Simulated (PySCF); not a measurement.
## Exercise with solution: entropy of an ideal gas

W(O)2(NH2)2 (H₄N₂O₂W), SMILES [NH2][W]([NH2])(=[O])=[O], multiplicity 1.

Geometry optimised at B3LYP-D3(BJ)/def2-SVP. The spin state was assumed, not searched. The def2 effective core potentials stand for the cores of W; spin–orbit coupling is left out. Other conformers were not sampled.

PySCF with B3LYP-D3(BJ)/def2-SVP gives the harmonic wavenumbers 152, 209, 212, 235, 296, 324, 343, 428, 447, 647, 653, 691, 704, 982, 1016, 1510, 1512, 3547, 3551, 3645, 3645 cm⁻¹ and the rotational temperatures 0.1742, 0.1506, 0.1500 K. The molar mass is 247.88 g/mol, the symmetry number 2, the spin multiplicity 1.

### Question
Work out the entropy at 298.15 K and 1 atm in the rigid-rotor, harmonic-oscillator model.

### Answer

Translation (Sackur–Tetrode at 1 atm): S = R[1.5 ln M + 2.5 ln T − 1.16487] = 177.5 J/(mol K).
Rotation: q = (√π/σ) T^1.5/√(θA θB θC) = 72700, S = R[ln q + 3/2] = 105.5 J/(mol K).
Vibration: with u = 1.4388 ν/T, each mode gives R[u/(e^u − 1) − ln(1 − e^−u)]:
```
ν (cm⁻¹)  modes     u  S (J/(mol K))
--------  -----  ----  -------------
152           1  0.73          11.08
209           1  1.01           8.59
212           1  1.02           8.48
235           1  1.13           7.70
296           1  1.43           6.02
324           1  1.56           5.40
343           1  1.66           5.01
428           1  2.07           3.62
447           1  2.16           3.37
647           1  3.12           1.57
653           1  3.15           1.54
691           1  3.33           1.33
704           1  3.40           1.26
982           1  4.74           0.42
1016          1  4.90           0.37
1510          1  7.29           0.05
1512          1  7.30           0.05
```
The stiffer modes add less than 0.005 each. Sum 65.8 J/(mol K).
Spin: R ln 1 = 0.0 J/(mol K).
Total 348.9 J/(mol K); the program's own thermochemistry gives 348.9. Translation makes up 51 % and vibration 19 %. Anharmonicity, hindered rotation and orbital degeneracy are left out.
